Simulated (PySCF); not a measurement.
From one molecule to another.

First species: C₇H₁₃N₃.
SMILES with atom numbers: `[CH3:1][CH2:2][n:3]1[n:4][n:5][cH:6][c:7]1[CH:8]([CH3:9])[CH3:10]` (hydrogens: H11, H12, H13 on C1; H14, H15 on C2; H16 on C6; H17 on C8; H18, H19, H20 on C9; H21, H22, H23 on C10)

Second species: C8H7FO.
Atom-mapped SMILES: `[CH3:1][C:2](=[O:3])[c:4]1[cH:5][cH:6][cH:7][c:8]([F:9])[cH:10]1` (hydrogens: H11, H12, H13 on C1; H14 on C5; H15 on C6; H16 on C7; H17 on C10)

Cartesian coordinates in Å at the GFN2-xTB level; atoms count from 1:
```xyz
17
C8H7FO angstrom
C     -2.6273   -0.4565    0.4329
C     -1.7047    0.6205   -0.0776
O     -2.1205    1.6914   -0.4558
C     -0.2466    0.3099   -0.0980
C      0.6219    1.2963   -0.5671
C      1.9857    1.0796   -0.6145
C      2.5129   -0.1297   -0.1931
C      1.6432   -1.1016    0.2701
F      2.1454   -2.2837    0.6833
C      0.2768   -0.9091    0.3271
H     -3.6529   -0.0984    0.3916
H     -2.5338   -1.3508   -0.1795
H     -2.3757   -0.7074    1.4611
H      0.1966    2.2339   -0.8915
H      2.6445    1.8521   -0.9798
H      3.5728   -0.3276   -0.2180
H     -0.3452   -1.7069    0.6988
```

Levels: PBE0/pcSseg-1 for dipole moment, HOMO energy, LUMO energy and HOMO–LUMO gap; GFN2-xTB for rotational constant A and rotational constant C. Geometries: GFN2-xTB. All species are isolated and taken at one optimised geometry, non-relativistic unless stated; the electronic structure was computed with PySCF and density fitting.

Dipoles, sizes and rotational constants follow the conformer. The torsions of the flexible species, by atom-mapped SMILES:
- `[CH3:1][CH2:2][n:3]1[n:4][n:5][cH:6][c:7]1[CH:8]([CH3:9])[CH3:10]`: C1–C2–N3–N4 95°, C6–C7–C8–C9 61°
- `[CH3:1][C:2](=[O:3])[c:4]1[cH:5][cH:6][cH:7][c:8]([F:9])[cH:10]1`: C1–C2–C4–C5 180°

Problem. Which of the two has the higher rotational constant C, and by how much?

Solution. The first: 0.860 GHz against 0.692 GHz, a difference of 0.168 GHz.

Problem. Which has the higher dipole moment?

Solution. The first: 5.15 D against 1.51 D, a difference of 3.64 D.

Problem. Which has the higher HOMO energy?

Solution. The first: -7.08 eV against -7.56 eV, a difference of 0.48 eV.

Problem. Which has the higher HOMO–LUMO gap?

Solution. The first: 7.36 eV against 5.66 eV, a difference of 1.70 eV.

Problem. Which of the two has the higher LUMO energy, and by how much?

Solution. The first: 0.28 eV against -1.90 eV, a difference of 2.18 eV.

Problem. Which has the higher rotational constant A?

Solution. The second: 2.558 GHz against 1.697 GHz, a difference of 0.861 GHz.

On the first: The dipole equals about 17.2 × 10⁻³⁰ C·m (1 D = 3.33564 × 10⁻³⁰ C·m). A dipole of 5.15 D is allowed in C1, and pure rotational transitions are dipole-allowed.

On the second: The dipole equals about 5.0 × 10⁻³⁰ C·m (1 D = 3.33564 × 10⁻³⁰ C·m).
